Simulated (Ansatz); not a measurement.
The same atomization along the group B, Al, Ga.

Calculated with Ansatz (gas phase, PBE0-D4/def2-TZVP geometries, no zero-point term in ΔE). CBS: MP2 limit from def2 TZ/QZ plus the TZ coupled-cluster correction, frozen cores. This one scheme is used for every species, atoms too. Functionals use def2-TZVPP. Open shells (•) are unrestricted, without spin–orbit coupling. Spin–orbit coupling would lower the free atoms: a little for Al, B, C; clearly for Ga. Bonds to Ga are less sure, by a few kJ/mol each and by 10 to 20 or more in all where they break to atoms, as the def2 sets lack core-valence functions. Scalar relativity is left out up to krypton. Each species was taken in one conformer, which may not be the lowest.

```tsv
reaction	MP2/CBS(def2) (kcal/mol)	PBE-D4 (kcal/mol)	B2PLYP (kcal/mol)
`CCB(CC)CC` → B• + 6 C• + 15 H•	2092.4	2112.1	2060.6
`C[CH2][Al]([CH2]C)[CH2]C` → Al• + 6 C• + 15 H•	2012.3	2026.0	1979.6
`C[CH2][Ga]([CH2]C)[CH2]C` → Ga• + 6 C• + 15 H•	1996.8	2006.7	1959.5
```

Task: Give the CCSD(T)/CBS values in the same order. (Estimate.)

Result: Ansatz gave: 2075.5, 1999.0, 1982.8 kcal/mol.

Largest T1 diagnostic: 0.018, for Al•.

For atomizations the MP2-based limit and the directly extrapolated one differ by several kJ/mol either way, and by 10 to 25 for some Ge, Se and Sn compounds, so smaller differences from it don't rank the levels.
